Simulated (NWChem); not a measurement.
System: H₂BO₂ cation

Input file for NWChem:

```
start job
memory heap 200 mb stack 900 mb global 1100 mb
charge 1
geometry units angstroms noautosym nocenter noautoz
  O      0.196922    -1.235473     0.067681
  B     -0.000000    -0.000000     0.001017
  O     -0.196922     1.235473     0.067681
  H     -0.146132    -2.052889    -0.323649
  H      0.146132     2.052890    -0.323649
end
basis spherical
  * library def2-tzvpd
end
dft
  xc b3lyp
  iterations 150
end
property
  response 1 0.0773
end
task dft property
```

All runs use the structure optimised with PBE0/def2-SVP.

Field at 589 nm.

What results follow from this input? (B3LYP/def2-TZVPD.) Quantities: isotropic polarisability (bohr³); anisotropy (bohr³).


```yaml
isotropic polarisability (bohr³): 17.7
anisotropy (bohr³): 12.7
```
